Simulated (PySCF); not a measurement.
**Simulated absorption spectrum**

Compound: C₇H₁₅P.
InChI=1S/C7H15P/c1-6-3-4-8-7(2)5-6/h6-8H,3-5H2,1-2H3/t6-,7+/m1/s1

Method used: TDDFT CAM-B3LYP/def2-SVPD, vertical, gas phase, core orbitals frozen in the response in PySCF 2.14.0, density-fitted response routines. One conformer (not necessarily the lowest) at the PBE0-D3(BJ)/def2-SVP geometry, without solvent, vibrations or thermal averaging.

Each state is given a Gaussian of 0.4 eV full width at half maximum, with ε(max) = 2.175×10⁸ f / Δν̃ (Δν̃ the width in cm⁻¹). The width is an assumption, not a result. The curve ends short of the highest state used, and states not computed would add to its high-energy end.

λ (nm), ε (L mol⁻¹ cm⁻¹) and a bar:
```
    162.6       3922 ###########
    163.8       3976 ###########
    165.1       4323 ############
    166.3       5054 ##############
    167.5       6229 #################
    168.7       7723 #####################
    169.9       9230 ##########################
    171.2      10431 #############################
    172.4      10802 ##############################
    173.6      10336 #############################
    174.8       9142 #########################
    176.0       7490 #####################
    177.3       5561 ###############
    178.5       3950 ###########
    179.7       2682 #######
    180.9       1825 #####
    182.1       1379 ####
    183.3       1305 ####
    184.6       1585 ####
    185.8       2112 ######
    187.0       2828 ########
    188.2       3643 ##########
    189.4       4455 ############
    190.7       5206 ##############
    191.9       5677 ################
    193.1       5871 ################
    194.3       5768 ################
    195.5       5392 ###############
    196.7       4807 #############
    198.0       4029 ###########
    199.2       3270 #########
    200.4       2542 #######
    201.6       1897 #####
    202.8       1360 ####
    204.1        908 ###
    205.3        602 ##
    206.5        385 #
    207.7        238 #
    208.9        142 
    210.2         78 
    211.4         44 
    212.6         24 
    213.8         13 
    215.0          6
```

(1) Locate the maxima and give the states behind the curve.

(2) On this curve, what absorbance would a 10⁻⁴ mol/L sample give at 193 nm over a 1 cm path?

(3) Coming from long wavelengths, where does ε first pass 100 L mol⁻¹ cm⁻¹?

Answers

(1) 193 nm (6.42 eV), ε about 5900, made up of S1 (46%) and S2 (54%); 172 nm (7.19 eV), ε about 11000, made up of S4 (91%) (ε in L mol⁻¹ cm⁻¹; maxima over ε = 5, shares over 10%). At its high-energy end, 7.62 eV, the curve is still rising (ε about 3900, from S4, S5 and S8). The states used: S1 6.37 eV (f 0.042); S2 6.46 eV (f 0.049); S3 7.13 eV (f 0.014); S4 7.19 eV (f 0.145); S5 7.61 eV (f 0.039); S6 7.67 eV (f 0.0019); S7 7.89 eV (f 0.014); S8 7.94 eV (f 0.039); S9 8.13 eV (f 0.0060); S10 8.22 eV (f 0.042).

(2) 193 nm is 6.424 eV, where ε is about 5900 L mol⁻¹ cm⁻¹, so A = ε c l ≈ 0.59 (Beer–Lambert, with the gas-phase spectrum and the assumed width).

(3) At about 210 nm (5.91 eV), 0.45 eV below S1.

The vertical ionisation energy (ΔSCF) is 8.62 eV, 0.39 eV above S10.

Without π bonds the low states are Rydberg-like; a valence basis with one diffuse set may place them up to an eV too high.
